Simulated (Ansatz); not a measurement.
Cartesian coordinates in Å:
```
C 0.649 0.646 -1.598
Al -0.558 0.602 -0.076
I -2.494 2.167 -0.002
C -0.379 -0.657 1.436
O 0.859 -1.371 1.435
H 0.246 0.047 -2.422
H 1.633 0.241 -1.342
H 0.778 1.662 -1.977
H -0.389 -0.073 2.364
H -1.239 -1.336 1.528
H 0.894 -1.928 0.655
```

Charge 0, multiplicity 1. I: def2 effective core potential.

**Question.** List the r2SCAN/def2-TZVPP orbital energies in eV (the Gaussian-basis code of Ansatz). (An estimate is asked.)

**Answer.** The calculation gave: Occupied: -1517.40, -515.92, -273.94, -272.64, -184.23, -130.24, -130.14, -130.10, -110.89, -71.24, -71.06, -70.94, -50.04, -50.00, -49.97, -49.88, -49.88, -26.87, -18.01, -17.67, -17.36, -12.85, -10.88, -10.69, -10.27, -10.24, -9.15, -7.99, -7.66, -6.98, -6.81, -5.87. Lowest empty: -1.59, -0.63, 0.02, 1.21, 1.84, 2.28, 2.38, 2.48.
